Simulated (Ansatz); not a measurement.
A geometry optimisation of H4InNSi with B3LYP-D3(BJ)/def2-SVP

The starting geometry of this gas-phase singlet was optimised with GFN2-xTB.

```tsv
atom	x (Å)	y (Å)	z (Å)
In	0.4735	1.7502	-2.0949
N	-1.0656	0.2766	-0.1488
Si	0.4993	0.7373	0.5039
H	-1.9042	0.4552	0.3876
H	-1.1403	-0.6275	-0.5918
H	0.0396	1.2087	1.8364
H	0.4243	3.0786	-0.3180
```

Where would you expect an optimisation with B3LYP-D3(BJ)/def2-SVP to take it?

A new bond forms, giving a structure given below by its coordinates. Distances that change by over a tenth: In1–H7 (2.22 → 3.68 Å). Contacts that close: Si3–H7 (2.48 → 1.51 Å).

The energy falls by 1.27 eV over 19 steps:

```tsv
step	E − E(last) (eV)
1	1.267
3	0.654
5	0.365
7	0.270
9	0.172
11	0.055
13	0.001
15	0.000
17	0.000
19	0.000
```

Final geometry (Å):

```
atom    x (Å)    y (Å)    z (Å)
  In   0.6113   1.0296  -2.3770
   N  -1.0442   0.4989  -0.3686
  Si   0.3617   1.4701   0.3335
   H  -1.9972   0.8161  -0.1934
   H  -1.0185  -0.5071  -0.1973
   H   0.7457   0.8248   1.6423
   H  -0.3320   2.7468   0.7350
```

The end wasn't checked by frequencies. Atoms past krypton carry core potentials, without spin–orbit terms. Run with Ansatz 0.2.0, 2 min on 1 thread of AMD EPYC (Zen 3), with other jobs on the host.
